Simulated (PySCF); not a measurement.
**Correlation energy of B³⁺ (boron, charge +3)**

1s2, closed-shell 1S. All numbers are calculated (PySCF 2.14, scalar relativity by spin-free X2C-1e, in x2c-QZVPPall). Frozen: nothing; 2 electrons correlated.

With two correlated electrons CCSD is exact within the correlated space (frozen core and kept virtual orbitals).

| level | correlation energy (mhartree) |
| --- | --- |
| CCSD | -17.19 |

Diagnostics: T1 = 0.00061, D1 = 0.0009, largest double amplitude 0.008.

Cost of the coupled-cluster step: roughly 1.2 core-seconds, for 2 correlated electrons.

Iterations:

```
CC2 = 0
CCSD nocc = 1, nmo = 57
frozen orbitals []
max_cycle = 100
direct = 0
conv_tol = 1e-08
conv_tol_normt = 1e-06
diis_space = 8
diis_start_cycle = 0
Init t2, MP2 energy = -22.0082901144317  E_corr(MP2) -0.0158555075559459
Init E_corr(CCSD) = -0.015855507555946
cycle = 1  E_corr(CCSD) = -0.0170462133858441  dE = -0.00119070583  norm(t1,t2) = 0.00166631
cycle = 2  E_corr(CCSD) = -0.0171740323498725  dE = -0.000127818964  norm(t1,t2) = 0.000229005
cycle = 3  E_corr(CCSD) = -0.0171917364909439  dE = -1.77041411e-05  norm(t1,t2) = 3.43034e-05
cycle = 4  E_corr(CCSD) = -0.0171914168963057  dE = 3.19594638e-07  norm(t1,t2) = 8.32621e-07
cycle = 5  E_corr(CCSD) = -0.0171914062677042  dE = 1.06286016e-08  norm(t1,t2) = 4.86742e-08
cycle = 6  E_corr(CCSD) = -0.0171914064800023  dE = -2.12298096e-10  norm(t1,t2) = 3.32637e-09
CCSD converged
E(CCSD) = -22.0096260133558  E_corr = -0.01719140648000227
```

This basis was not built for core-valence correlation, so the inner-shell part is incomplete.
